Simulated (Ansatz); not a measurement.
Consider the ligand exchange at the Si–C bond: `CC#CC[SiH3]` + `OBF` → `FBO[SiH3]` + `CC#CC`.

Program: Ansatz. Geometries: PBE0-D4/def2-TZVP. ΔE: electronic, gas phase. CCSD(T)/CBS adds triple-zeta CCSD(T) − MP2 to the extrapolated MP2 energy (def2 sets, frozen cores). This one scheme is used for every species. Functionals use def2-TZVPP. Each species was taken in one conformer, which may not be the lowest.

`CC#CC[SiH3]`:

Cartesian coordinates in Å:
```
C 2.070 0.643 1.746
C 0.827 0.513 1.010
C -0.211 0.416 0.409
C -1.428 0.252 -0.357
Si -1.169 -0.994 -1.754
H 1.930 0.393 2.800
H 2.452 1.666 1.693
H 2.839 -0.022 1.344
H -2.248 -0.099 0.280
H -1.750 1.205 -0.791
H -0.783 -2.311 -1.188
H -0.098 -0.514 -2.663
H -2.432 -1.148 -2.528
```

`OBF`:

Z-matrix (Å, degrees):
```
B
O 1 1.344
F 1 1.332 2 120.3
H 1 1.192 2 120.1 3 -180.0
H 2 0.963 1 113.4 3 -0.0
```

`FBO[SiH3]`:

```xyz
8

F     2.739    0.102    0.009
B     1.499   -0.297    0.245
O     0.490    0.422   -0.272
Si   -1.159    0.286   -0.227
H     1.329   -1.280    0.907
H    -1.644    0.146   -1.620
H    -1.551   -0.900    0.576
H    -1.703    1.521    0.383
```

`CC#CC`:

Cartesian coordinates in Å:
```
C -1.189 1.576 0.559
C -0.348 0.461 0.164
C 0.348 -0.462 -0.164
C 1.189 -1.576 -0.559
H -2.049 1.676 -0.108
H -1.568 1.442 1.576
H -0.633 2.517 0.531
H 2.134 -1.225 -0.981
H 1.422 -2.216 0.296
H 0.695 -2.193 -1.314
```

Is it downhill or uphill in electronic energy at CCSD(T)/CBS, and by how much? (An estimate is asked.)

The calculation gave: Downhill: ΔE = -21.2 kcal/mol.

What do these levels give: BLYP, r2SCAN0, LC-ωPBE, CCSD(T)/def2-TZVPP, MP2/def2-QZVPP, HF/CBS(def2)? (Estimate.)

Computed: BLYP -21.8, r2SCAN0 -21.3, LC-ωPBE -20.4, CCSD(T)/def2-TZVPP -21.0, MP2/def2-QZVPP -21.2, HF/CBS(def2) -27.0 kcal/mol.

Largest T1 diagnostic among the species: 0.013.

Leaving LDA and LC-ωPBE aside and taking each functional with its dispersion term where it has one, the values, not all of them listed here, spread over 6.0 kcal/mol, from BHLYP-D4 to revPBE-D4. From PBE to PBE0 (25 % exact exchange), in def2-TZVPP and without D4, ΔE moves by −1.1 kcal/mol. At CCSD(T), def2-SVP lies +2.5 kcal/mol from the extrapolated value and def2-TZVPP +0.2 kcal/mol.
